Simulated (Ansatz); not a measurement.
Gas-phase electronic energies from Ansatz, PBE0-D4/def2-TZVP geometries. CCSD(T)/CBS is the MP2 limit (def2-TZVPP, def2-QZVPP) plus CCSD(T) − MP2 in def2-TZVPP, frozen cores. This one scheme is used for every species. Functionals use def2-TZVPP. B3LYP here is the variant with VWN-RPA as its local correlation; programs differ in this. HSE06 is defined as in plane-wave codes. Each species was taken in one conformer, which may not be the lowest.

Reaction (hydrogenolysis of the Al–O bond): `C[CH2][Al]([OH])[SH]` + H₂ → `C[CH2][AlH][SH]` + H₂O

```csv
level,ΔE (kcal/mol),difference from CCSD(T)/CBS
PBE-D4,27.1,-0.9
BLYP-D4,29.4,1.4
r2SCAN-D4,29.7,1.7
B3LYP-D4,28.7,0.7
HSE06-D4,26.4,-1.6
PBE-QIDH,27.4,-0.6
PBE,26.5,-1.5
revPBE,26.1,-1.9
B3LYP,27.8,-0.2
RPA@PBE/def2-TZVPP,27.3,-0.7
CCSD/def2-SVP,26.5,-1.5
HF/def2-TZVPP,25.8,-2.2
SCS-MP2/def2-TZVPP,29.1,1.1
CCSD/def2-TZVPP,27.5,-0.5
CCSD(T)/def2-TZVPP,28.1,0.1
CCSD/CBS(def2),27.4,-0.6
CCSD(T)/CBS,28.0,0
```

Largest T1 diagnostic among the species: 0.011.

From r2SCAN to r2SCAN0 (25 % exact exchange), in def2-TZVPP and without D4, ΔE moves by −1.1 kcal/mol. The D4 term adds +1.0 kcal/mol with B3LYP and +0.5 kcal/mol with PBE0; it sums over pairs of atoms, weighted by their polarisabilities, and B3LYP, whose exchange is more repulsive, gets the larger term.
